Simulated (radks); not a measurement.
Polarisabilities and homonuclear dispersion coefficients (atomic units). Calculated with a radial shooting solver on a logarithmic mesh with Libxc functionals: scalar-relativistic Kohn-Sham, LDA (Slater exchange, VWN5 correlation), spin-polarised, spherical densities, finite nucleus; open shells are filled with parallel spins first (spin-orbit coupling, left out, can overturn this in heavy ions); Fermi nuclear charge, rms radius of each element as measured or else 0.836 A^(1/3) + 0.57 fm. Response by self-consistent Sternheimer equations with the Hartree and adiabatic LDA kernel, the relativistic mass of each level held fixed and spin-orbit coupling left out. For heavy and open-shell atoms this level of theory can miss by tens of per cent. "Uncoupled" leaves out the induced potential. Quadrupole and octupole values are given only where no p, d or f shell is open.

species  configuration  alpha1 (bohr^3)  alpha1, uncoupled     C6  recommended alpha1
Rh        [Kr] 4d8 5s1            51.31              86.63  453.2           66 +/- 10
Rh+           [Kr] 4d8            14.23              22.15  89.56                   -
Rh2+          [Kr] 4d7            7.719              11.52  41.34                   -
Rh3+          [Kr] 4d6            4.847              7.094  22.35                   -
Rh4+          [Kr] 4d5            3.319              4.830  13.26                   -
Rh5+          [Kr] 4d4            2.445              3.593  8.504                   -
Rh6+          [Kr] 4d3            1.870              2.789  5.674                   -

Recommended values: Schwerdtfeger and Nagle, table of static dipole polarisabilities (2023 update), measured or computed.
